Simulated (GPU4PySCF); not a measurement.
fluorene (C₁₃H₁₀), SMILES c1ccc2c(c1)Cc1ccccc1-2. Atoms are numbered in the order given.

```xyz
23

C      3.4472     0.0000    -0.1138
C      3.0035     0.0000     1.2072
C      1.6437     0.0000     1.4984
C      0.7322     0.0000     0.4482
C      1.1806     0.0000    -0.8838
C      2.5351     0.0000    -1.1678
C      0.0000     0.0000    -1.8258
C     -1.1806     0.0000    -0.8838
C     -2.5351     0.0000    -1.1678
C     -3.4472     0.0000    -0.1138
C     -3.0035     0.0000     1.2072
C     -1.6437     0.0000     1.4984
C     -0.7322     0.0000     0.4482
H      4.5092     0.0000    -0.3222
H      3.7253     0.0000     2.0137
H      1.3050     0.0000     2.5267
H      2.8868     0.0000    -2.1925
H      0.0000    -0.8779    -2.4789
H      0.0000     0.8779    -2.4789
H     -2.8868     0.0000    -2.1925
H     -4.5092     0.0000    -0.3222
H     -3.7253     0.0000     2.0137
H     -1.3050     0.0000     2.5267
```
Charge 0, spin multiplicity 1.

Coordinates come from a B3LYP-D3(BJ)/def2-TZVP optimisation. Other conformers were not sampled.

Level of theory: TDDFT-PBE/def2-SVPD run with GPU4PySCF.

Vertical excitations. Gas-phase values at a fixed geometry.

Computed UV-visible absorptions:
```csv
state,energy (eV),λ (nm),f,main pairs
S1,4.24,292,0.069,"HOMO→LUMO+1 59 %, HOMO→LUMO 25 %, HOMO−2→LUMO 14 %"
S2,4.50,276,0.359,"HOMO→LUMO 70 %, HOMO→LUMO+1 24 %"
S3,4.51,275,0.008,"HOMO−1→LUMO 70 %, HOMO→LUMO+2 27 %"
S4,4.94,251,0.003,"HOMO−1→LUMO+1 60 %, HOMO→LUMO+2 15 %, HOMO−2→LUMO+2 14 %"
S5,5.00,248,0.002,"HOMO−2→LUMO 66 %, HOMO→LUMO+1 11 %"
S6,5.09,244,0.033,"HOMO−2→LUMO+1 56 %, HOMO−1→LUMO+2 30 %, HOMO−2→LUMO 9 %"
S7,5.17,240,0.047,"HOMO→LUMO+2 39 %, HOMO−1→LUMO+1 17 %, HOMO−3→LUMO+1 15 %, HOMO−1→LUMO 10 %"
S8,5.38,230,0.006,"HOMO→LUMO+3 48 %, HOMO−3→LUMO 42 %"
S9,5.72,217,0.000,HOMO→LUMO+4 100 %
S10,5.92,209,0.005,HOMO→LUMO+5 100 %
S11,5.93,209,0.023,"HOMO−3→LUMO+1 31 %, HOMO−2→LUMO+3 28 %, HOMO−3→LUMO 15 %, HOMO−2→LUMO+2 12 %"
S12,6.04,205,0.000,HOMO→LUMO+6 100 %
T1,3.31,375,0,HOMO→LUMO 93 %
T2,3.86,321,0,HOMO→LUMO+1 93 %
T3,4.06,305,0,HOMO−1→LUMO 86 %
T4,4.22,294,0,"HOMO−1→LUMO+1 53 %, HOMO→LUMO+2 28 %, HOMO−2→LUMO+2 8 %"
```
Triplets are in the Tamm–Dancoff approximation, which puts them higher than full response would, so one can lie above its singlet here.
